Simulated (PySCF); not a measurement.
**A small calculation by hand: chemical shift, span and skew from a shielding tensor**

C₄H₃FS, SMILES Fc1ccsc1. Atoms are numbered in the order given.

```xyz
9

F     -0.2359     2.3320     0.0000
C     -0.0572     1.0087     0.0000
C      1.2426     0.4217     0.0000
C      1.1690    -0.9473     0.0000
S     -0.4676    -1.5108     0.0000
C     -1.0874     0.1056     0.0000
H      2.1658     1.0010     0.0000
H      1.9907    -1.6614     0.0000
H     -2.1548     0.3135     0.0000
```

Coordinates come from a B3LYP-D3(BJ)/def2-SVP optimisation.

GIAO shieldings from PBE/pcSseg-1 (PySCF), non-relativistic, no solvent. The symmetric part of the tensor of C4 has the principal values -38.0, 42.8, 146.7 ppm. The same nucleus in TMS has σ = 182.0 ppm at this level (PySCF, at its B3LYP-D3(BJ)/def2-TZVP geometry).

### Question
Work out the isotropic shielding, the ¹³C shift against TMS, the span and the skew.

### Answer

σ(iso) = (σ11 + σ22 + σ33)/3 = 50.5 ppm. δ = σ(ref) − σ(iso) = 182.0 − (50.5) = 131.5 ppm.
Span Ω = σ33 − σ11 = 184.7 ppm. Skew κ = 3(σ(iso) − σ22)/Ω = 0.13. Tumbling in solution averages the tensor to δ; in a static solid the shielding alone would spread this spin-1/2 line over Ω.
